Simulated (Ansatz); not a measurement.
The same hydrolysis along the group B, Al, Ga, In.

Computed with Ansatz on PBE0-D4/def2-TZVP structures; ΔE is electronic, products minus reactants. CCSD(T)/CBS adds triple-zeta CCSD(T) − MP2 to the extrapolated MP2 energy (def2 sets, frozen cores). This one scheme is used for every species. Functionals use def2-TZVPP. def2 core potentials past Kr. For Br, Ga, In outer-core shells are correlated without core-valence functions, which leaves a few kJ/mol of doubt a bond. Scalar relativity is left out up to krypton. One conformer a species, not always the lowest.

```
                                               reaction  CCSD(T)/CBS(def2) (kJ/mol)
                   `ClB(Cl)Br` + H₂O → `OB(Cl)Cl` + HBr                         -60
`[Cl][Al]([Cl])[Br]` + H₂O → `[OH][Al]([Cl])[Cl]` + HBr                          24
`[Cl][Ga]([Cl])[Br]` + H₂O → `[OH][Ga]([Cl])[Cl]` + HBr                           ?
`[Cl][In]([Cl])[Br]` + H₂O → `[OH][In]([Cl])[Cl]` + HBr                         105
```

(1) Fill in the missing values. (Estimate.)

Largest T1 diagnostic: 0.014, for `[OH][In]([Cl])[Cl]`.

Answers

(1) The calculation gave: `[Cl][Ga]([Cl])[Br]` + H₂O → `[OH][Ga]([Cl])[Cl]` + HBr: +67.3 kJ/mol.
